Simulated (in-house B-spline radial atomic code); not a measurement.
The numbers below are computed, except where a source is named.
Correlation energy from the adiabatic connection: −Z exp(−kr)/r, Z = 8.89, k = 3.69

Two electrons in a singlet, external potential −Z exp(−kr)/r, Z = 8.89, k = 3.69 (atomic units). Full CI in B-splines (partial waves to l = 8, correlation up to 0.6 % small) with the density held fixed gives W(λ) = <V_ee>_λ − U, and E_c is the integral of W(λ) − W(0) from 0 to 1.

```tsv
λ	W(λ) − W(0) (hartree)
0	0.00000
0.02	-0.00193
0.05	-0.00481
0.12	-0.01150
0.25	-0.02381
0.4	-0.03781
0.6	-0.05616
0.8	-0.07417
1	-0.09182
```

(1) Integrate the table by the trapezoid rule.

(2) Now use only three numbers: W(0) = -4.6565, the initial slope W'(0) = -0.09641 (extrapolated from the first points) and the strong-coupling limit of the point-charge-plus-continuum model, W∞ = -6.6518. What do second-order theory and the interpolation W(λ) = W∞ + (W(0) − W∞)/√(1 + 2χλ) of Seidl, Perdew and Levy give?

Answers

(1) The strips give -0.00002, -0.00010, -0.00057, -0.00230, -0.00462, -0.00940, -0.01303, -0.01660, which sum to -0.04664 hartree. The direct value, W(1) − W(0) + T_c with T_c = 0.04515, is -0.04667; the curve is convex, so chords lie above it and the trapezoids fall short in size by 0.07 %.

(2) Second order keeps the slope alone: E_c = W'(0)/2 = -0.04820, +3 % in size against -0.04667. Matching the slope fixes χ = W'(0)/(W∞ − W(0)) = -0.09641/(-1.99530) = 0.04832. Integrating, with s = √(1 + 2χ) = 1.047204, E_c = −(W(0) − W∞)(s − 1)/(s + 1) = −1.99530 × 0.047204/2.047204 = -0.04601 hartree, -1.4 % in size against the full result. At λ = 1 the formula gives W − W(0) = -0.08994 against -0.09182. Part of the miss can come from the model's W∞.
